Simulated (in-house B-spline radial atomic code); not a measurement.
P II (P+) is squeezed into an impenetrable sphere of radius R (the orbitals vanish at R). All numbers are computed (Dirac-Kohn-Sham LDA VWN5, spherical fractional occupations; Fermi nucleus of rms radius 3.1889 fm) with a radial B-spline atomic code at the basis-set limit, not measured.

Energies in eV above the free ion in [Ne] 3s2 3p2:

```json
{"R (bohr)": "7.59", "highest level (eV)": "-14.3", "[Ne] 3s2 3p2": "0.006456", "[He] 2s2 2p5 3s2 3p2 3d1": "143.1", "[Ne] 3s2 3p1 3d1": "10.89"}
{"R (bohr)": "6.47", "highest level (eV)": "-14.2", "[Ne] 3s2 3p2": "0.04802", "[He] 2s2 2p5 3s2 3p2 3d1": "143.3", "[Ne] 3s2 3p1 3d1": "11.21"}
{"R (bohr)": "5.05", "highest level (eV)": "-13.6", "[Ne] 3s2 3p2": "0.5808", "[He] 2s2 2p5 3s2 3p2 3d1": "144.3", "[Ne] 3s2 3p1 3d1": "12.66"}
{"R (bohr)": "4.46", "highest level (eV)": "-12.7", "[Ne] 3s2 3p2": "1.621", "[He] 2s2 2p5 3s2 3p2 3d1": "145.8", "[Ne] 3s2 3p1 3d1": "14.43"}
{"R (bohr)": "3.68", "highest level (eV)": "-9.71", "[Ne] 3s2 3p2": "6.327", "[He] 2s2 2p5 3s2 3p2 3d1": "151.4", "[Ne] 3s2 3p1 3d1": "20.59"}
{"R (bohr)": "3", "highest level (eV)": "-2.61", "[Ne] 3s2 3p2": "21.15", "[He] 2s2 2p5 3s2 3p2 3d1": "168", "[Ne] 3s2 3p1 3d1": "37.07"}
{"R (bohr)": "2.4", "highest level (eV)": "13.8", "[Ne] 3s2 3p2": "64.17", "[He] 2s2 2p5 3s2 3p2 3d1": "215.9", "[Ne] 3s2 3p1 3d1": "80.69"}
{"R (bohr)": "2.1", "highest level (eV)": "31.1", "[Ne] 3s2 3p2": "115.6", "[He] 2s2 2p5 3s2 3p2 3d1": "273.1", "[Ne] 3s2 3p1 3d1": "130.6"}
{"R (bohr)": "1.99", "highest level (eV)": "40.4", "[Ne] 3s2 3p2": "144.8", "[He] 2s2 2p5 3s2 3p2 3d1": "305.5", "[Ne] 3s2 3p1 3d1": "158.3"}
{"R (bohr)": "1.3", "highest level (eV)": "197", "[Ne] 3s2 3p2": "723.9", "[He] 2s2 2p5 3s2 3p2 3d1": "940.1", "[Ne] 3s2 3p1 3d1": "693.7"}
```

**Question.** Does [He] 2s2 2p5 3s2 3p2 3d1 fall below [Ne] 3s2 3p2 under compression?

**Answer.** No, it stays above over the whole range.

**Question.** Does [Ne] 3s2 3p1 3d1 fall below [Ne] 3s2 3p2 under compression?

**Answer.** Yes, between R = 1.99 and 1.3 bohr the order changes (near 1.78 bohr by linear interpolation).

The highest level is first positive in the row R = 2.4 bohr, pushed up by confinement above the zero of the free ion's potential. Each configuration is held fixed and needn't be the lowest in the sphere.
